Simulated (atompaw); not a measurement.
## nickel (Ni): one change to a PAW (atompaw) potential, before and after

```json
{"Element": "nickel", "Generator": "atompaw 4.2.0.5", "Type": "PAW", "Functional": "PBE", "Relativity": "non-relativistic", "Frozen core": "[Ne]", "Valence charge": "18", "Reference configuration": "3s2 3p6 3d8 4s0.5 4p0 (charge +1.5)", "Partial waves": "3s (bound): rc 1.35 bohr; 4s (bound): rc 1.40 bohr; 3p (bound): rc 1.30 bohr; 4p (bound, empty): rc 1.50 bohr; 3d (bound): rc 1.85 bohr; 3d channel at -1.1 Ry: rc 1.85 bohr", "Local potential": "bessel scheme, radius 1.60 bohr", "Core correction": "smooth core density matched at 1.15 bohr", "Augmentation charge": "sinc compensation charge, radius 1.55 bohr; PAW radius 1.85 bohr; waves and projectors: custom rrkj vanderbiltortho"}
```

Change: reference 3s2 3p6 3d8 4s2 4p0.

Cutoffs: the cutoffs (Ry, on a coarse ladder) from which the occupation-weighted sum of valence levels, in a spherical-Bessel basis at the reference potential, stays within 10 and 1 mRy of its value at 400 Ry; they do not see the model core or the augmentation charge, which bear on the density cutoff.

Question: What does the change do?

Answer: The potential gets neither clearly harder nor softer (50 Ry and 90 Ry → 55 Ry and 90 Ry); the s channel sets the loose cutoff, while the largest relative change is in d, which becomes harder; neither file shows a bound ghost.

| quantity | base | changed |
| --- | --- | --- |
| cutoff, loose | 50 Ry | 55 Ry |
| cutoff, tight | 90 Ry | 90 Ry |
| loose cutoff by channel (10 mRy a level) | s 45 Ry, p 40 Ry, d 25 Ry | s 40 Ry, p 40 Ry, d 30 Ry |
| bound ghosts | none | none |
| s: phases at 1.86 bohr within 0.05 rad from the reference energy up to (Ry; the scan ends near 5) | to the end of the scan | to the end of the scan |
| p: phases at 1.86 bohr within 0.05 rad from the reference energy up to (Ry; the scan ends near 5) | to the end of the scan | to the end of the scan |
| d: phases at 1.86 bohr within 0.05 rad from the reference energy up to (Ry; the scan ends near 5) | 2.1 | 2.3 |
| lowest overlap eigenvalue by channel | s 0.11, p 0.10, d 0.51 | s 0.11, p 0.09, d 0.91 |

 The cutoffs see the waves, projectors and local potential, not the compensation charge or the core.
